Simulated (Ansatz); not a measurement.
`FC1(F)O[CH]1[AlH2]` + `F[SiH2][GeH3]` → `[AlH2][SiH2][GeH3]` + `FC1OC1(F)F` at 600 K and 1 bar (formal exchange of groups at the Al–C bond).

Computed with Ansatz on PBE0-D4/def2-TZVP structures; ΔE is electronic, products minus reactants. CCSD(T)/CBS adds triple-zeta CCSD(T) − MP2 to the extrapolated MP2 energy (def2 sets, frozen cores). For Ge outer-core shells are correlated without core-valence functions, which leaves a few kJ/mol of doubt a bond. Scalar relativity is left out up to krypton.

```
             species  CCSD(T)/CBS energy (Eh)  H − E (kJ/mol)  S (J/(mol·K))
`FC1(F)O[CH]1[AlH2]`               -594.60991           177.6          434.7
     `F[SiH2][GeH3]`              -2468.03899           164.2          400.7
`[AlH2][SiH2][GeH3]`              -2611.38547           206.7          472.7
        `FC1OC1(F)F`               -451.19430           136.0          368.0
```

H − E and S are ideal-gas, rigid-rotor, harmonic terms from PBE0-D4/def2-TZVP, for one conformer and one mirror image of each species. 1 Eh = 2625.50 kJ/mol, R = 8.31446 J/(mol·K).

Problem. By hand: ΔE, ΔH, ΔS and ΔG.

Solution. ΔE = (-2611.38547) + (-451.19430) − (-594.60991) − (-2468.03899) = 0.06913 Eh = 181.5 kJ/mol. Δ(H − E) = 206.7 + 136.0 − 177.6 − 164.2 = 0.9, so ΔH = 182.4 kJ/mol. ΔS = 472.7 + 368.0 − 434.7 − 400.7 = 5.3 J/(mol·K). ΔG = 182.4 − 600 × (5.3)/1000 = 179.2 kJ/mol.

Problem. By hand: the equilibrium constant, and the temperature at which ΔG would vanish if ΔH and ΔS stayed fixed.

Solution. log₁₀ K = −ΔG/(RT ln 10) = -15.6. ΔG = 0 at ΔH/ΔS = 34415 K, far beyond where these terms or the molecules hold.

The number of gas molecules stays the same, so ΔS is small and ΔH decides. A doubt of 5 kJ/mol in ΔE shifts log₁₀ K by 0.4 here. Other conformers and mirror images would add mixing entropy, several J/(mol·K) or more a flexible species. Modes under 60 cm⁻¹, often nearly free rotors, make the harmonic entropy too high. These are equilibria of isolated gas molecules and say nothing of rates. Largest T1 diagnostic: 0.013 (customary marks: 0.02 for closed shells, 0.045 for open ones).
